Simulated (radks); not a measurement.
The numbers below are computed, except where a source is named.
Problem. Ionisation of the xenon ion Xe2+, [Kr] 4d10 5s2 5p4, to Xe3+, [Kr] 4d10 5s2 5p3, under several functionals. Scalar-relativistic Kohn-Sham, spin-polarised, spherical densities, point nucleus; open shells are filled with parallel spins first (spin-orbit coupling, left out, can overturn this in heavy ions); a radial shooting solver on a logarithmic mesh with Libxc functionals. Known Delta-SCF values: LDA (Slater exchange, Perdew-Zunger correlation) 30.941 eV; BLYP 30.481 eV. What does LDA (Slater exchange, VWN5 correlation) give, and what is its highest occupied eigenvalue?

Solution. 30.880 eV by Delta-SCF; the 5p eigenvalue is -26.074 eV. NIST: 31.05 eV (semi-empirical).
